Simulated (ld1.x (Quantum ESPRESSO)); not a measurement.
An all-electron radial function and its pseudo partner (Pm)

Columns: radius, all-electron u(r) and pseudo u(r) of the 6p shell (level -1.29 eV) of promethium in the configuration [Xe] 4f4.5 5d0.5 6s2 6p0; PBE, scalar-relativistic, TM semilocal scheme, ld1.x (Quantum ESPRESSO) 7.5.

```
r (bohr)  all-electron  pseudo
   0.210       -0.0679  0.0013
   0.420        0.0949  0.0052
   0.630        0.0638  0.0117
   0.840       -0.0630  0.0209
   1.050       -0.1553  0.0330
   1.260       -0.1869  0.0481
   1.470       -0.1697  0.0663
   1.680       -0.1215  0.0877
   1.890       -0.0572  0.1125
   2.100        0.0128  0.1405
   2.310        0.0821  0.1716
   2.520        0.1471  0.2053
   2.730        0.2063  0.2409
   2.940        0.2587  0.2772
   3.150        0.3043  0.3129
   3.360        0.3433  0.3466
   3.570        0.3759  0.3768
   3.780        0.4024  0.4026
   3.990        0.4231  0.4231
   4.200        0.4384  0.4384
   4.410        0.4487  0.4487
   4.620        0.4547  0.4547
   4.830        0.4567  0.4567
   5.040        0.4552  0.4552
   5.250        0.4509  0.4509
   5.460        0.4442  0.4442
```

Problem. How many radial nodes do the two functions have?

Solution. The all-electron 6p function has n − l − 1 = 4 (the table is too coarse to show those close to the nucleus); the pseudo-wave has 0, since the states of the same l below it are removed with the core.

Problem. At about which radius was the pseudo-wave matched?

Solution. 4.20 bohr. The columns agree to 0.0005 from 3.78 bohr on; several derivatives are matched, so the curves merge somewhat inside the radius.

Problem. Is the pseudo-wave norm-conserving?

Solution. Yes: the TM semilocal scheme keeps the norm inside the radius equal to the all-electron one, which fixes the energy derivative of the logarithmic derivative at the level.
